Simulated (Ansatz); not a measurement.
Geometry optimisation, Ansatz 0.2.0, RKS PBE0-D4/def2-SVP.

Input:

```yaml
crystal:
  periodic: [false, false, false]
  atoms:
    - { symbol: Zn, position_ang: [-0.98784, -0.165254, -0.613056] }
    - { symbol: Cl, position_ang: [0.234298, -0.216769, 2.596828] }
    - { symbol: O, position_ang: [0.167857, -0.124597, -1.939787] }
    - { symbol: H, position_ang: [0.894173, -0.753449, -1.850639] }
    - { symbol: F, position_ang: [-2.2482, -0.106949, 0.564609] }
    - { symbol: H, position_ang: [-1.067088, -0.141882, 2.314646] }
basis:
  gaussian: { orbitals: def2-SVP }
hamiltonian:
  xc: pbe0
  dispersion: d4
relax:
  f_tol: 0.03
  max_steps: 50
output:
  orbitals: {}
```

Command:

```bash
$ ansatz run input.yaml --threads 2 --pin off --max-ram 3072MiB --backend cpu --events-out ev --progress --plain --runs-dir out
```

Problem. Where does it end, and by what steps?

Solution. It converged. After 18 steps the energy has fallen by 0.888 eV; Zn1 moved furthest, 1.11 Å. Parted: Cl2–H6 (1.33 → 2.14 Å). Joined: Zn1–Cl2 (3.44 → 2.17 Å), F5–H6 (2.11 → 0.95 Å).

| step | energy less start (eV) | largest force component (eV/Å) | accepted |
| --- | --- | --- | --- |
| 0 | 0.0000 | 1.113 | yes |
| 1 | -0.1206 | 0.597 | yes |
| 2 | -0.1880 | 0.517 | yes |
| 3 | -0.2286 | 0.531 | yes |
| 4 | -0.1222 | 2.890 | no |
| 5 | -0.2436 | 0.362 | yes |
| 6 | -0.2713 | 0.326 | yes |
| 7 | -0.3269 | 0.491 | yes |
| 8 | -0.4432 | 0.790 | yes |
| 9 | -0.6238 | 0.843 | yes |
| 10 | -0.7319 | 1.629 | yes |
| 11 | -0.7772 | 1.403 | yes |
| 12 | -0.6583 | 1.821 | no |
| 13 | -0.8457 | 0.647 | yes |
| 14 | -0.8605 | 0.538 | yes |
| 15 | -0.8548 | 0.487 | no |
| 16 | -0.8832 | 0.261 | yes |
| 17 | -0.8859 | 0.181 | yes |
| 18 | -0.8879 | 0.010 | yes |

```xyz
6
Properties=species:S:1:pos:R:3
Zn -0.130 -0.309 0.069
Cl 0.308 -0.333 2.197
O -0.074 -0.346 -1.705
H 0.813 -0.478 -2.055
F -2.166 -0.004 0.855
H -1.758 -0.040 1.711
```

Whether the end is a true minimum wasn't checked by a vibrational analysis.

Time of the run: 43 s on 2 threads of Arm Neoverse V1, with other jobs on the host, peak memory 0.18 GiB.
